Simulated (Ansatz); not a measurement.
Cartesian coordinates in Å:
```
C 1.326 0.163 0.882
Si -0.168 0.670 -0.098
I 0.497 1.745 -2.198
C -1.203 -0.827 -0.612
F -1.593 -1.524 0.531
H 1.903 1.036 1.193
H 1.974 -0.489 0.293
H 1.004 -0.379 1.775
H -1.012 1.638 0.645
H -2.101 -0.527 -1.160
H -0.626 -1.505 -1.250
```

Total charge 0; spin multiplicity 1. I: def2 effective core potential.

(1) List the ωB97M-V/def2-TZVPP orbital energies in eV (Ansatz 0.2.0). (Estimate.)

Answers

(1) Computed: Occupied: -1807.88, -677.42, -283.38, -281.42, -190.63, -148.89, -136.39, -136.20, -136.20, -103.06, -102.97, -102.96, -55.30, -55.23, -55.22, -55.06, -55.06, -36.24, -23.23, -22.30, -21.94, -17.27, -16.52, -16.47, -15.07, -14.41, -14.13, -12.81, -12.00, -11.62, -11.11, -9.83, -9.82. Lowest empty: 1.40, 2.34, 2.66, 3.03, 3.43, 3.77, 4.16, 4.33.
